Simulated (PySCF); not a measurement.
TDDFT excited states: C4H8O3Si

Compound: C4H8O3Si.
Bonds: C1–C2, C2–O3 (double), C2–C4, C4–O5 (double), C4–C6, C6–Si7, Si7–O8. Hydrogens: H9, H10, H11 on C1; H12, H13 on C6; H14, H15 on Si7; H16 on O8.

Method used: TDDFT PBE0/def2-SVPD, vertical, gas phase, core orbitals frozen in the response (PySCF). The structure is a single GFN2-xTB conformer in the gas phase; no vibrational or solvent corrections. Torsions of this conformer, `[CH3:1][C:2](=[O:3])[C:4](=[O:5])[CH2:6][SiH2:7][OH:8]`: C1–C2–C4–O5 -40°, C2–C4–C6–Si7 88°, C4–C6–Si7–O8 -64°, H–O8–Si7–C6 10°.

| state | E (eV) | E (kJ/mol) | λ (nm) | f | main configurations (H = HOMO, L = LUMO) |
| --- | --- | --- | --- | --- | --- |
| S1 | 3.05 | 294 | 406.3 | 0.0005 | H→L (98%) |
| S2 | 4.77 | 460 | 260.1 | 0.0063 | H-3→L (47%), H-2→L (30%), H→L+1 (20%) |
| S3 | 5.15 | 497 | 240.6 | 0.0002 | H-1→L (99%) |
| S4 | 5.48 | 529 | 226.3 | 0.056 | H-2→L (65%), H→L+1 (19%), H-3→L (12%) |
| S5 | 5.81 | 560 | 213.5 | 0.027 | H→L+1 (57%), H-3→L (38%) |
| S6 | 6.75 | 651 | 183.7 | 0.0007 | H→L+2 (98%) |

Triplets (Tamm–Dancoff): T1 2.50 eV, H→L (97%); T2 4.14 eV, H-2→L (42%), H-3→L (32%), H→L+1 (20%).

The lowest singlet lies at 3.05 eV (406 nm, visible) and is very weak; its leading configuration is HOMO→LUMO (98%). The most intense listed level is S4 at 5.48 eV (226 nm, f = 0.056), 2.43 eV above S1. Löwdin shares by element: HOMO oxygen 60% or more, carbon 21% or more (atoms not listed hold the other 19%); LUMO carbon 43% or more, oxygen 40% or more (atoms not listed hold the other 17%). Of the 6 states listed, 2 reach f = 0.01 and 1 stays under 0.0005. Orbital energies (eV): HOMO-3 -9.63, HOMO-2 -8.86, HOMO-1 -8.70, HOMO -7.50, LUMO -2.51, LUMO+1 -0.15, LUMO+2 0.38. The oscillator strengths of these states sum to 0.091; summed over the whole spectrum of an exact calculation they would give the number of electrons, 70 (Thomas–Reiche–Kuhn). S1 lies in the visible range (380 to 750 nm), at 406 nm, f = 0.0005; light of that wavelength is violet, and its complementary colour is yellow-green; a Tamm–Dancoff triplet lies at 496 nm, without intensity as long as spin–orbit coupling is left out. The window holds the lowest 6 singlets.
